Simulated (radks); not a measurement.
Task: Spherical quantum dot in the effective-mass picture: electrons in a hard-walled sphere of radius 1.35, all in effective atomic units (hartree* = m*/eps^2 hartree, bohr* = eps/m* bohr), one dielectric constant everywhere. Calculated with a radial shooting solver with Libxc functionals: non-relativistic Kohn-Sham, PBE, spin-polarised, spherical densities. Levels are named by radial order and angular momentum (1s, 1p, 1d, 2s, ...), and open shells are averaged over m. At N = 28 the configuration is 1s2 1p6 1d10 2s(up 1, down 0) 1f(up 7, down 2). Does electron 29 go into 1f down or 2s down or 1g up?

Result: Into 1f down. The total energies of the other choices lie higher by 0.140 hartree* (2s down), 4.32 hartree* (1g up).
